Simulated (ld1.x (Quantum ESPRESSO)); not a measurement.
## Which change was made? (Ca, TM)

ld1.x (Quantum ESPRESSO) 7.5 input, shortened:

```
&input
   title='Ca', zed=20., rel=1, dft='PBE', iswitch=3,
   config='[Ar] 3d0 4s2 4p0'
 /
 &inputp
   pseudotype=2, tm=.true., lloc=1,
   nlcc=.true., rcore=1.45
 /
3
4S  1  0   2.00   0.00  3.40  3.40  0.0
3D  3  2   0.00   0.00  3.00  3.00  0.0
3P  2  1   6.00   0.00  1.65  1.65  0.0
 &test
   configts(1)='3p6 3d0 4s2 4p0'
 /
```

Cutoffs, loose and tight: the cutoffs (Ry, on a coarse ladder) from which the occupation-weighted sum of valence levels, in a spherical-Bessel basis at the reference potential, stays within 10 and 1 mRy of its value at 400 Ry. They do not see the model core or the augmentation charge, which bear on the density cutoff. Test errors are all-electron minus pseudo excitation energies from the reference, over the configurations 3p6 3d0 4s1 4p0; 3p6 3d0 4s0 4p0; 3p6 3d0 4s1.5 4p0; 3p6 3d1 4s1 4p0; 3p6 3d0 4s1 4p1; 3p6 3d0.5 4s1.5 4p0; 3p6 3d0 4s0 4p1; variants that change the core or the reference have their own tests.

The base gives: outcome: generated; cutoff, loose: 30 Ry; cutoff, tight: 50 Ry; bound ghosts: s; largest test error (meV): +21.

After one change the result is: outcome: generated; cutoff, loose: 30 Ry; cutoff, tight: 50 Ry; bound ghosts: s; largest test error (meV): +39. Which change was it?
A. wave 3p (bound): rc 1.65 bohr becomes 3p (bound): rc 1.24 bohr
B. all radii but the core radius scaled by about 1.34 (s 4.56, p 2.22, d 4.02 bohr)
C. reference 3p6 3d0 4s1 4p0

C. The others give: all radii but the core radius scaled by about 1.34 (s 4.56, p 2.22, d 4.02 bohr) → outcome: generated; cutoff, loose: 30 Ry; cutoff, tight: 45 Ry; bound ghosts: s; largest test error (meV): +157 | wave 3p (bound): rc 1.65 bohr becomes 3p (bound): rc 1.24 bohr → outcome: generated; cutoff, loose: 55 Ry; cutoff, tight: 80 Ry; bound ghosts: s; largest test error (meV): +21.
